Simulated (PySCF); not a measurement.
HTe (SMILES [TeH]), doublet, at a GFN2-xTB geometry (core potentials on Te); HF/def2-SV(P) (PySCF).

The PySCF input:
```python
from pyscf import gto, scf

mol = gto.Mole()
mol.atom = '''
    Te   -0.000000   -0.000000   -0.031107
    H     0.000000    0.000000    1.617561
'''
mol.basis = 'def2-sv(p)'
mol.ecp = {'Te': 'def2-sv(p)'}
mol.charge = 0
mol.spin = 1
mol.verbose = 4
mol.build()

mf = scf.UHF(mol)
mf.diis_space = 2
mf.kernel()
mf.analyze()
```

The log (banner, timings and long lists left out):

```
PySCF version 2.14.0

[INPUT] verbose = 4
[INPUT] num. atoms = 2
[INPUT] num. electrons = 25
[INPUT] charge = 0
[INPUT] spin (= nelec alpha-beta = 2S) = 1
[INPUT] symmetry False subgroup None
[INPUT] Mole.unit = angstrom
[INPUT] Symbol           X                Y                Z      unit          X                Y                Z       unit  Magmom
[...]
nuclear repulsion = 7.70334176564354
number of shells = 12
number of NR pGTOs = 65
number of NR cGTOs = 28
basis = def2-sv(p)
ecp = {'Te': 'def2-sv(p)'}

******** <class 'pyscf.scf.uhf.UHF'> ********
method = UHF
initial guess = minao
damping factor = 0
level_shift factor = 0
DIIS = <class 'pyscf.scf.diis.CDIIS'>
diis_start_cycle = 1
diis_space = 2
diis_damp = 0
SCF conv_tol = 1e-09
SCF conv_tol_grad = None
SCF max_cycles = 50
direct_scf = True
direct_scf_tol = 1e-13
number electrons alpha = 13  beta = 12
Set gradient conv threshold to 3.16228e-05
init E= -239.010693084039

cycle= 1 E= -266.924230765775  delta_E= -27.9  |g|= 1.21  |ddm|= 4.83
cycle= 2 E= -267.51621433725  delta_E= -0.592  |g|= 0.383  |ddm|= 2.63
cycle= 3 E= -267.558899856274  delta_E= -0.0427  |g|= 0.0197  |ddm|= 0.456
cycle= 4 E= -267.559285946772  delta_E= -0.000386  |g|= 0.00611  |ddm|= 0.0369
cycle= 5 E= -267.559338617135  delta_E= -5.27e-05  |g|= 0.00186  |ddm|= 0.0145
cycle= 6 E= -267.559343958341  delta_E= -5.34e-06  |g|= 0.000862  |ddm|= 0.00419
cycle= 7 E= -267.55934530517  delta_E= -1.35e-06  |g|= 0.000547  |ddm|= 0.00181
cycle= 8 E= -267.559346097956  delta_E= -7.93e-07  |g|= 0.000355  |ddm|= 0.00149
cycle= 9 E= -267.55934660276  delta_E= -5.05e-07  |g|= 0.000182  |ddm|= 0.00158
cycle= 10 E= -267.559346749882  delta_E= -1.47e-07  |g|= 8.25e-05  |ddm|= 0.000966
cycle= 11 E= -267.559346778184  delta_E= -2.83e-08  |g|= 3.77e-05  |ddm|= 0.000423
cycle= 12 E= -267.559346783563  delta_E= -5.38e-09  |g|= 1.75e-05  |ddm|= 0.000178
cycle= 13 E= -267.559346784627  delta_E= -1.06e-09  |g|= 9.1e-06  |ddm|= 7.19e-05
cycle= 14 E= -267.559346784906  delta_E= -2.79e-10  |g|= 5.35e-06  |ddm|= 3.41e-05
Extra cycle  E= -267.559346784969  delta_E= -6.31e-11  |g|= 4.05e-06  |ddm|= 1.15e-05
converged SCF energy = -267.559346784969  <S^2> = 0.75916107  2S+1 = 2.0091402
**** SCF Summaries ****
Total Energy =                        -267.559346784969364
Nuclear Repulsion Energy =               7.703341765643538
One-electron Energy =                 -482.652166377048104
Two-electron Energy =                  207.389477826435240
Two-electron Coulomb Energy =          227.491365300039746
DFT Exchange-Correlation Energy =      -20.101887473604506
**** MO energy ****
                             alpha | beta                alpha | beta
[...]
spin_pop of  0 Te 4s       -0.00004
spin_pop of  0 Te 5s        0.01199
spin_pop of  0 Te 6s        0.00024
spin_pop of  0 Te 7s        0.00064
spin_pop of  0 Te 4px       0.00003
spin_pop of  0 Te 4py       0.00096
spin_pop of  0 Te 4pz       0.01332
spin_pop of  0 Te 5px       0.00163
spin_pop of  0 Te 5py       0.00011
spin_pop of  0 Te 5pz       0.00148
spin_pop of  0 Te 6px       0.00251
spin_pop of  0 Te 6py       0.05180
spin_pop of  0 Te 6pz       0.93210
spin_pop of  0 Te 7px       0.01412
spin_pop of  0 Te 7py      -0.00027
spin_pop of  0 Te 7pz       0.00004
spin_pop of  0 Te 4dxy     -0.00442
spin_pop of  0 Te 4dyz     -0.00255
spin_pop of  0 Te 4dz^2    -0.00088
spin_pop of  0 Te 4dxz     -0.00454
spin_pop of  0 Te 4dx2-y2    0.00038
spin_pop of  0 Te 5dxy      0.00466
spin_pop of  0 Te 5dyz      0.00111
spin_pop of  0 Te 5dz^2     0.00111
spin_pop of  0 Te 5dxz      0.00426
spin_pop of  0 Te 5dx2-y2   -0.00045
spin_pop of  1 H 1s       -0.02916
spin_pop of  1 H 2s       -0.00018
In total            13.00000 | 12.00000
Dipole moment(X, Y, Z, Debye):  0.00000, -0.00000,  0.25663
```
